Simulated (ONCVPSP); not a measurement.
**Which change was made? (Os, ONCV)**

* Element: osmium (Os)
* Generator: ONCVPSP 4.0.1
* Type: optimised norm-conserving Vanderbilt (ONCV)
* Functional: PBE
* Relativity: scalar-relativistic
* Frozen core: [Kr] 4d10
* Valence charge: 30
* Reference configuration: 4f14 5s2 5p6 5d6 6s2
* Partial waves: 5s+6s: rc 1.80 bohr, ncon 3, nbas 8, qcut 5.1 1/bohr, 2 projectors; 5p: rc 1.70 bohr, ncon 4, nbas 8, qcut 7.1 1/bohr, 2 projectors, debl 1.5 Ha; 5d: rc 2.60 bohr, ncon 5, nbas 10, qcut 5 1/bohr, 1 projector; 4f: rc 0.50 bohr, ncon 4, nbas 8, qcut 19.1 1/bohr, 3 projectors, debl 2 Ha
* Local potential: polynomial inside 0.45 bohr (lpopt 4, dvloc0 2 Ha)
* Core correction: Teter function fitted to the true core (icmod 2), fcfact 0.5

In the p channel the program set the typed energies aside and used -1.868, 0.250 Ha.

Cutoffs, loose and tight: the cutoffs (Ha) at which the residual kinetic energy of the hardest occupied pseudo-wave falls to 1 and 0.1 mHa per electron. They do not see the model core or the augmentation charge, which bear on the density cutoff. Test errors are all-electron minus pseudo excitation energies from the reference, over the configurations 4f14 5s2 5p6 5d6 6s1; 4f14 5s2 5p6 5d6 6s0; 4f14 5s2 5p6 5d5 6s0; 4f14 5s2 5p6 5d5 6s2 6p1; variants that change the core or the reference have their own tests.

The base gives: outcome: generated, projector energies reset by the program; cutoff, loose: 1318 Ha; cutoff, tight: 1810 Ha; bound ghosts: s, p, d, f; GHOST(+) flags above zero: s, f; largest test error (meV): -51.

Question: After one change the result is: outcome: generated, projector energies reset by the program; cutoff, loose: 530 Ha; cutoff, tight: 1079 Ha; bound ghosts: s, p, d; GHOST(+) flags above zero: s, f; largest test error (meV): -24. Which change was it?
A. s: qcut 6.9; p: qcut 9.6; d: qcut 6.7; f: qcut 25.7
B. s: qcut 4.4; p: qcut 6.2; d: qcut 4.4; f: qcut 16.6
C. s: qcut 7.3; p: qcut 10.2; d: qcut 7.2; f: qcut 27.5
D. s: qcut 6.3; p: qcut 8.8; d: qcut 6.2; f: qcut 23.6

Answer: C. The others give: s: qcut 6.3; p: qcut 8.8; d: qcut 6.2; f: qcut 23.6 → outcome: generated, projector energies reset by the program; cutoff, loose: 1069 Ha; cutoff, tight: 1393 Ha; bound ghosts: s, p, d, f; GHOST(+) flags above zero: s, f; largest test error (meV): -31 | s: qcut 6.9; p: qcut 9.6; d: qcut 6.7; f: qcut 25.7 → outcome: failed: oncvpsp: lschvkbb ERROR 4 3 100 | s: qcut 4.4; p: qcut 6.2; d: qcut 4.4; f: qcut 16.6 → outcome: failed: ERROR pspot: first pseudo wave function has node, program will stop.
